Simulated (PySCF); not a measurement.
Si(Cl)(Me)2(NH2) (C2H8ClNSi), SMILES C[Si](C)(N)Cl. Heavy atoms are numbered as in [CH3:1][Si:2]([CH3:3])([NH2:4])[Cl:5]. Hydrogens are named by the atom that carries them.

Coordinates come from a B3LYP-D3(BJ)/def2-SVP optimisation. One conformer was computed; it need not be the lowest.

Level of theory: PBE/def2-TZVP (PySCF).

ESP charges are fitted to the potential on shells at 1.4 to 2.0 van der Waals radii. Atomic charges (e), one atom of each kind:

```tsv
atom	Mulliken	meta-Löwdin	Löwdin	ESP fit
C1 (CH3)	-0.45	-0.62	-0.44	-0.64
Si2	0.48	1.01	-0.18	0.85
N4 (NH2)	-0.57	-0.71	-0.23	-0.99
Cl5	-0.28	-0.36	0.16	-0.31
H on C1	0.13	0.14	0.13	0.18
H on N4	0.23	0.24	0.16	0.37
```

Computed Mayer and Wiberg (Löwdin basis) orders of the bonds:
```
bond     Mayer  Wiberg
-------  -----  ------
C1–Si2    1.00    1.19
Si2–C3    1.00    1.19
Si2–N4    1.19    1.52
Si2–Cl5   1.13    1.66
```
